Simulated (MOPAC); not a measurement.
Job for MOPAC: PM7 on H6MoO2 (SMILES [OH][MoH4][OH]), 2S+1 = 3, a spin state set in the input, which need not be the lowest.

```
PM7 1SCF PRECISE CHARGE=0 UHF MS=1 THREADS=1
H6MoO2

Mo    -0.31557076 1    -0.04967400 1     0.07547150 1
O      0.91619695 1     1.38657410 1     0.29829442 1
H      1.69967065 1     1.56762241 1    -0.23066671 1
O     -1.58667736 1    -0.03241771 1     1.47087766 1
H     -1.44466849 1    -0.47539369 1     2.31627385 1
H      1.06413019 1    -0.63561869 1    -1.37874877 1
H     -1.35060421 1    -0.08159472 1    -1.27750439 1
H      0.31415854 1    -1.61670359 1     0.29616624 1
H      0.59822294 1    -0.19657273 1    -1.80917186 1
```

It printed:

```
*******************************************************************************
 **                                                                           **
 **                              MOPAC v23.2.5                                **
 **                                                                           **
 *******************************************************************************
 ** MOPAC's Digital Object Identifier: https://doi.org/10.5281/zenodo.6511958 **
 **                                                                           **
 ** Please cite the open-source release paper for use of this MOPAC version:  **
 ** J. E. Moussa and J. J. P. Stewart (2026)                                  **
 ** MOPAC: An open-source semiempirical molecular orbital program             **
 ** J. Open Source Softw., 11(119), 8025, https://doi.org/10.21105/joss.08025 **
 *******************************************************************************

                              PM7 CALCULATION RESULTS

 *******************************************************************************
 *  PM7        - The PM7 Hamiltonian to be used
 *  UHF        - UNRESTRICTED HARTREE-FOCK CALCULATION
 *
 *
 *
 *                 CHARGE ON SYSTEM = 0
 *
 *
 *
 *  MS=        - IN MECI, MAGNETIC COMPONENT OF SPIN =  1.0
 *  PRECISE    - TIGHTER CRITERIA TO BE USED
 *  1SCF       - DO 1 SCF AND THEN STOP
 *  THREADS=1  - MULTI-THREADING NOT USED
 *  T=         - A TIME OF 172800.0 SECONDS REQUESTED
 *  DUMP=N     - RESTART FILE WRITTEN EVERY 7200.0 SECONDS REQUESTED
 *******************************************************************************
PM7 1SCF PRECISE CHARGE=0 UHF MS=1 THREADS=1
 H6MoO2

   ATOM   CHEMICAL          X               Y               Z
  NUMBER   SYMBOL      (ANGSTROMS)     (ANGSTROMS)     (ANGSTROMS)

     1      Mo         -0.31557076  *  -0.04967400  *   0.07547150  *
     2       O          0.91619695  *   1.38657410  *   0.29829442  *
     3       H          1.69967065  *   1.56762241  *  -0.23066671  *
     4       O         -1.58667736  *  -0.03241771  *   1.47087766  *
     5       H         -1.44466849  *  -0.47539369  *   2.31627385  *
     6       H          1.06413019  *  -0.63561869  *  -1.37874877  *
     7       H         -1.35060421  *  -0.08159472  *  -1.27750439  *
     8       H          0.31415854  *  -1.61670359  *   0.29616624  *
     9       H          0.59822294  *  -0.19657273  *  -1.80917186  *



          CARTESIAN COORDINATES

    NO.       ATOM           X           Y           Z

     1        Mo         -0.3156     -0.0497      0.0755
     2         O          0.9162      1.3866      0.2983
     3         H          1.6997      1.5676     -0.2307
     4         O         -1.5867     -0.0324      1.4709
     5         H         -1.4447     -0.4754      2.3163
     6         H          1.0641     -0.6356     -1.3787
     7         H         -1.3506     -0.0816     -1.2775
     8         H          0.3142     -1.6167      0.2962
     9         H          0.5982     -0.1966     -1.8092

 General Reference for PM7:
 "Optimization of Parameters for Semiempirical Methods VI: More Modifications to the
 NDDO Approximations and Re-optimization of Parameters", J. J. P. Stewart, J. Mol. Mod., 1:32, 19 (2013)
 https://link.springer.com/article/10.1007/s00894-012-1667-x

           Empirical Formula: H6 O2 Mo  =     9 atoms



      MOLECULAR POINT GROUP   :   C1


          UHF CALCULATION, NO. OF ALPHA ELECTRONS =   13
                           NO. OF BETA  ELECTRONS =   11

 -------------------------------------------------------------------------------
 PM7 1SCF PRECISE CHARGE=0 UHF MS=1 THREADS=1
 H6MoO2



     1SCF WAS SPECIFIED, SO BFGS WAS NOT USED
     SCF FIELD WAS ACHIEVED


                              PM7 CALCULATION
                                                       MOPAC v23.2.5 Linux




          FINAL HEAT OF FORMATION =        -69.75304 KCAL/MOL =    -291.84671 KJ/MOL


          COSMO AREA              =        108.20 SQUARE ANGSTROMS
          COSMO VOLUME            =         96.31 CUBIC ANGSTROMS

          IONIZATION POTENTIAL    =          8.101415 EV
          ALPHA SOMO LUMO (EV)    =         -8.101  1.894
          BETA  SOMO LUMO (EV)    =        -10.421  1.092
          NO. OF ALPHA ELECTRONS  =         13
          NO. OF BETA  ELECTRONS  =         11
          MOLECULAR WEIGHT        =        133.9862         POINT GROUP:  C1

          MOLECULAR DIMENSIONS (Angstroms)

            Atom       Atom       Distance
            H     9    H     5     4.61199
            H     3    H     7     3.58543
            O     2    H     8     2.41522


          SCF CALCULATIONS        =          1





   ATOM   CHEMICAL          X               Y               Z
  NUMBER   SYMBOL      (ANGSTROMS)     (ANGSTROMS)     (ANGSTROMS)

     1      Mo         -0.31557076  *  -0.04967400  *   0.07547150  *
     2       O          0.91619695  *   1.38657410  *   0.29829442  *
     3       H          1.69967065  *   1.56762241  *  -0.23066671  *
     4       O         -1.58667736  *  -0.03241771  *   1.47087766  *
     5       H         -1.44466849  *  -0.47539369  *   2.31627385  *
     6       H          1.06413019  *  -0.63561869  *  -1.37874877  *
     7       H         -1.35060421  *  -0.08159472  *  -1.27750439  *
     8       H          0.31415854  *  -1.61670359  *   0.29616624  *
     9       H          0.59822294  *  -0.19657273  *  -1.80917186  *

                             CARTESIAN COORDINATES

   1   Mo       -0.315570760    -0.049674000     0.075471500
   2    O        0.916196950     1.386574100     0.298294420
   3    H        1.699670650     1.567622410    -0.230666710
   4    O       -1.586677360    -0.032417710     1.470877660
   5    H       -1.444668490    -0.475393690     2.316273850
   6    H        1.064130190    -0.635618690    -1.378748770
   7    H       -1.350604210    -0.081594720    -1.277504390
   8    H        0.314158540    -1.616703590     0.296166240
   9    H        0.598222940    -0.196572730    -1.809171860


           Empirical Formula: H6 O2 Mo  =     9 atoms



      MOLECULAR POINT GROUP   :   C1


          ALPHA EIGENVALUES
 -28.27265 -27.86366 -19.11149 -16.89911 -16.74548 -15.09325 -14.64584 -13.35710
 -12.00991 -11.31022 -10.68476  -8.39576  -8.10142   1.89440   3.09030   3.81779
   4.23966   5.05155   5.90273   6.62330  85.85271  86.31549  86.38518


           BETA EIGENVALUES
 -27.71625 -27.53429 -18.80770 -16.09932 -16.00255 -14.46435 -13.83285 -12.55899
 -11.22583 -10.72979 -10.42074   1.09209   1.33764   2.68344   3.67647   4.37042
   4.51802   5.33836   6.19586   7.00630  87.28059  87.82695  88.15256


              NET ATOMIC CHARGES AND DIPOLE CONTRIBUTIONS

  ATOM NO.   TYPE          CHARGE      No. of ELECS.   s-Pop       p-Pop       d-Pop
    1         Mo           0.983902        5.0161     0.23463     0.01090     4.77057
    2          O          -0.774391        6.7744     1.75670     5.01769
    3          H           0.339465        0.6605     0.66054
    4          O          -0.742834        6.7428     1.77514     4.96770
    5          H           0.350004        0.6500     0.65000
    6          H           0.050496        0.9495     0.94950
    7          H          -0.119174        1.1192     1.11917
    8          H          -0.147304        1.1473     1.14730
    9          H           0.059836        0.9402     0.94016
 DIPOLE           X         Y         Z       TOTAL
 POINT-CHG.     2.086    -2.540    -2.816     4.328
 HYBRID         0.216    -0.198    -0.085     0.305
 SUM            2.302    -2.738    -2.901     4.606


          ATOMIC ORBITAL ELECTRON POPULATIONS

     Atom    s        px        py        pz      x^2-y^2     xz        z^2       yz        xy
    1 Mo   0.23463   0.00431   0.00334   0.00326   1.04333   0.88242   0.91534   1.14966   0.77982
    2  O   1.75670   1.52084   1.78126   1.71559
    3  H   0.66054
    4  O   1.77514   1.77292   1.72739   1.46738
    5  H   0.65000
    6  H   0.94950
    7  H   1.11917
    8  H   1.14730
    9  H   0.94016


                    (SZ)    =    1.000000
                    (S**2)  =    2.022117


          ATOMIC ORBITAL SPIN POPULATIONS

    Atom   Total    s     px     py     pz   x^2-y^2  xz     z^2    yz     xy
         Atomic
    1 Mo  1.8368  0.030  0.000  0.000 -0.000  0.523  0.058  0.277  0.785  0.163
    2  O  0.0812  0.024  0.022  0.012  0.022
    3  H  0.0423  0.042
    4  O  0.1468  0.014  0.037  0.083  0.013
    5  H  0.0309  0.031
    6  H  0.0021  0.002
    7  H -0.0673 -0.067
    8  H -0.0854 -0.085
    9  H  0.0128  0.013

 **********************
 *                    *
 * JOB ENDED NORMALLY *
 *                    *
 **********************




 == MOPAC DONE ==
```

The run finished.

Cost: very roughly 0.020 core-seconds.
